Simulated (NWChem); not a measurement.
AlSiH5O; SMILES [OH][AlH][SiH3]

```xyz
8

Al    -0.4497    -0.7186     0.0017
H     -1.9362    -1.2909     0.0379
O      0.8567    -1.8179    -0.0184
H      0.7902    -2.7746    -0.0075
Si     0.1784     1.6459    -0.0108
H      0.7073     2.0642     1.3287
H     -0.9925     2.5281    -0.3214
H      1.2462     1.9292    -1.0223
```
Atoms are numbered in this order, from 1.

All runs use the structure optimised with PBE0/def2-SVP.

 Unshifted, non-relativistic core excitations; the lowest 4 roots alone, so stronger bands may lie above.

Q: List the first Al K-edge excitations from PBE/def2-TZVP, restricted-window TDA (NWChem).

A: 
```csv
state,energy (eV),dipole oscillator strength,leading excitation (squared amplitude)
S1,1504.6,0.0031,1s of atom 1 or its equivalents → LUMO (1.00)
S2,1505.9,0.0006,1s of atom 1 or its equivalents → LUMO+1 (1.00)
S3,1506.3,0.0002,1s of atom 1 or its equivalents → LUMO+2 (0.99)
S4,1507.4,0.0001,1s of atom 1 or its equivalents → LUMO+3 (1.00)
```
